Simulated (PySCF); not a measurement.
# Bond lengths and vibrations by method: BCH4N

Calculated results; nothing here was measured. They come from PySCF 2.14.0, an open-source quantum chemistry program, on an isolated molecule that a program drew, which may never have been made. The molecule is BCH4N (charge 0, singlet), drawn as the SMILES string `B=CN`.

The geometry was optimised and harmonic frequencies were computed with HF and MP2, all in the cc-pVDZ basis, for the commonest isotopes, with a restricted reference for singlets and an unrestricted one otherwise, and a frozen core in MP2. Each result is a local minimum of its method.

Geometry at the HF minimum:
```xyz
7
BCH4N, angstrom
B    -0.4326    1.2032   -0.8640
C     0.7615    0.5869   -0.5023
N     1.7977   -0.0576   -1.2216
H    -1.4291    1.7837   -1.0923
H     0.9681    0.6879    0.5652
H     1.5330   -0.2494   -2.1704
H     2.0409   -0.9344   -0.7944
```

Lengths of the bonds as drawn, in Å (atoms numbered as above):
| bond | HF | MP2 |
|---|---|---|
| B1-C2 | 1.392 | 1.409 |
| C2-N3 | 1.417 | 1.428 |
| B1-H4 | 1.176 | 1.185 |
| C2-H5 | 1.092 | 1.109 |
| N3-H6 | 1.003 | 1.021 |
| N3-H7 | 1.005 | 1.022 |

Rotational constants, in GHz:
```
constant,HF,MP2
A,74.67,78.39
B,9.551,9.16
C,8.601,8.342
```

Harmonic frequencies in cm^-1, each column in rising order, so a row needn't be the same motion in every method:
```
rank    HF   MP2
   1   256   220
   2   337   292
   3   593     ?
   4   749   617
   5   846   800
   6   914   867
   7  1089  1011
   8  1184  1090
   9  1378  1298
  10  1700  1600
  11  1796  1659
  12  2938  2862
  13  3251  3104
  14  3728  3522
  15  3819  3627
```

**Estimate the missing MP2 frequency from the HF column.**

A single factor s that minimises the squared misfit of MP2 against s times HF over the other rows is sum(HF x MP2) / sum(HF^2) = 0.9483, with an rms misfit of 38 cm^-1. For rank 3 it gives 0.9483 x 593 = 562 cm^-1. The calculation gives 480 cm^-1, 82 cm^-1 below the estimate. The drawn bonds are on average 1.3 % longer in MP2 than in HF.
